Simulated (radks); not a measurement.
Removal energies from the cadmium ion Cd5+, [Kr] 4d7, by Delta-SCF beside the eigenvalue of the level emptied. All-electron calculation, scalar-relativistic Kohn-Sham, BLYP, spin-polarised, spherical densities, finite nucleus; Fermi nuclear charge, rms radius of each element as measured or else 0.836 A^(1/3) + 0.57 fm. Program: a radial shooting solver on a logarithmic mesh with Libxc functionals. Open shells are filled with parallel spins first.

removed from	final configuration	Delta-SCF (eV)	-eigenvalue (eV)
4d	[Kr] 4d6	87.632	78.657
4p	[Ar] 3d10 4s2 4p5 4d7	147.15	137.10
4s	[Ar] 3d10 4s1 4p6 4d7	187.48	176.95
3d	[Ar] 3d9 4s2 4p6 4d7	491.60	468.99
